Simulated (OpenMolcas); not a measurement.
## Cl3+: the spin-orbit constant, Slater's ratio, worked from levels

```
Program             : OpenMolcas 26.06
Basis               : ANO-R1 [4s3p1d]
Scalar Hamiltonian  : X2C, finite nucleus
Active space        : 2 electrons in 3 orbitals (3p)
State averaging     : 2S+1 = 3 even, 3 roots; 2S+1 = 1 even, 6 roots
Spin-orbit coupling : RASSI with atomic mean-field integrals over the reference wave functions, term energies averaged over their components
```

Methods: CASSCF; SS-CASPT2, IPEA 0.25 Eh, imaginary shift 0.1 Eh (closed shells correlated: 2s 2p 3s). Measured levels: Moore, Atomic Energy Levels, vol. I, NSRDS-NBS 35 (1971 reprint of NBS Circular 467, 1949).

**The spin-orbit constant.** For the Hund term 3P of p2, E(J) = (A/2) J(J+1) + constant and ζ = 2S·A = 2A. From J = 0 to J = 2 the energy changes by 3 A.

```tsv
Source	E(2) - E(0)	A	ζ
CASSCF	1364.0	454.7	909
SS-CASPT2	1367.4	455.8	912
measured	1341.0	447.0	894
```

All in cm-1. SS-CASPT2 is off by +2.0 % and CASSCF by +1.7 %. Both methods take the spin-orbit matrix elements from the reference wave functions, so the second can move ζ only through the term energies and any multistate remixing. Second-order mixing with other terms is absorbed into this ζ.

**Slater's ratio.** With one set of orbitals, p2 has 1D - 3P = 6 F2 and 1S - 1D = 9 F2 (F2 = F²/25), a ratio of 3/2. Term energies are centres of gravity, weighted by 2J + 1.

| Source | 1D - 3P | 1S - 3P | F2 from the first | Ratio |
| --- | --- | --- | --- | --- |
| CASSCF | 15917 | 39599 | 2653 | 1.488 |
| SS-CASPT2 | 14397 | 34071 | 2400 | 1.367 |
| measured | 12857 | 31641 | 2143 | 1.461 |

Energies in cm-1. A ratio away from 3/2 shows effects beyond one configuration with one set of orbitals, and in heavier atoms second-order spin-orbit shifts.

Term energies are means over components that CASPT2 splits; among the terms shown or strongly mixed into the levels shown the widest spread is 130 cm-1 (3s2 3p2 1D, SS-CASPT2). With the s shell closed, the reference lacks s² → p² mixing. The basis is small and was not contracted for so high a charge. Computed and measured levels are paired by configuration, term and J; levels that our copy of the source lacks, or whose pairing is in doubt (as where it misses far off the trend of its configuration), stay unpaired and out of the deviations. Levels of configurations outside the active space are missing.
